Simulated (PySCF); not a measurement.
Be²⁺ (beryllium, charge +2): MN15 calculation

Configuration: 1s2, closed-shell 1S. Calculation: PySCF 2.14, in 6-31G* (3s2p1d, 14 functions); the non-relativistic Hamiltonian (point nucleus).

```json
{
 "Total energy": "-13.6677 hartree",
 "One-electron energy": "-15.8721 hartree",
 "Hartree (Coulomb) energy": "4.5265 hartree",
 "Exchange-correlation energy": "-2.3220 hartree",
 "Kinetic energy": "13.49590 hartree",
 "⟨S²⟩": "0.0000",
 "⟨L²⟩": "0.000",
 "Sum of ⟨r⟩": "0.8350 bohr",
 "Sum of ⟨r²⟩": "0.4742 bohr²",
 "Density at the nucleus (Gaussians lack the cusp)": "31.9 bohr⁻³",
 "Langevin diamagnetic susceptibility": "-0.376 ×10⁻⁶ cm³/mol",
 "Time after the integrals": "0.06 s of wall time on 1 thread of Neoverse-N1 (shared host)"
}
```

```json
{"shell": "1s", "electrons": "2", "mean orbital energy (hartree)": "-5.04860", "rms radius, mean of both spins (bohr)": "0.487"}
```
